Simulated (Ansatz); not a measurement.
AlCl$_{2}$ (SMILES [Cl][Al][Cl]), doublet, geometry from GFN2-xTB (such geometries of metal compounds can be far from the true shape); PBE0/def2-SV(P) (Ansatz, a program for electronic structure).

Here is a job for Ansatz.
Ansatz 0.2 input:
```yaml
crystal:
  periodic: [false, false, false]
  atoms:
    - {symbol: Al, position_ang: [0.00160221, 0.63542259, 0.02351302]}
    - {symbol: Cl, position_ang: [1.85128917, -0.24859337, 0.01717242]}
    - {symbol: Cl, position_ang: [-1.85251440, -0.23731802, -0.03515296]}
basis:
  gaussian:
    orbitals: def2-SV_P_.json
hamiltonian:
  xc: pbe0
magnetization: {spin_polarized: true, initial_magnetization: 1}
```
The basis file holds def2-SV(P) in the JSON format of the Basis Set Exchange.

**Question.** Predict the main parts of the log of this Ansatz run.

**Answer.** 
```
Functional definition: PBE0
476 factors; integrals over basis functions are off by at most 7.2e-4 eV
mean field evaluation 1: about -31622.7253 eV, gradient 1.1e1 eV
mean field evaluation 2: about -31622.7726 eV, gradient 1.1e1 eV
mean field evaluation 4: about -31623.4478 eV, gradient 3.1e-1 eV
mean field evaluation 8: about -31623.5092 eV, gradient 1.2e-2 eV
mean field -31623.50925199 eV, -1162.1425298262 hartree, gradient 2.8e-5 eV, S^2 0.751721; 0 other end points of the search recorded, 0 dependent functions left out
reference -31623.50927683 eV, -1162.1425307389 hartree; 24, 23 occupied and 30, 31 virtual orbitals, 476 factors
Total energy: -31623.50927683 eV, -1162.1425307389 hartree
```
